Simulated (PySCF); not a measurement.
The same groups moved round the core (propene boryl). Isolated molecules, 0 K electronic values unless said otherwise. One relaxed conformer stands for each flexible species; it need not be the lowest. Strings in code marks are SMILES.

The four lowest singlet excitations (Tamm–Dancoff). Computed with B3LYP-D3(BJ)/def2-TZVP // PBE0-D4/def2-TZVP run with PySCF. B3LYP has the VWN-RPA correlation part, as in Gaussian. Excitations are Tamm–Dancoff values on a coarser integration grid. The basis has no diffuse functions, so Rydberg states are missing or too high.

| state | energy (eV) | wavelength (nm) | oscillator strength |
|---|---|---|---|
| S1 | 5.26 | 236 | 0.001 |
| S2 | 5.39 | 230 | 0.000 |
| S3 | 5.65 | 219 | 0.243 |
| S4 | 6.79 | 183 | 0.000 |

Task: Which member gives these states?
A) `BC(=C)C`
B) `B/C=C\C`
C) `B/C=C/C`
D) `BCC=C`

Result: A, `BC(=C)C`
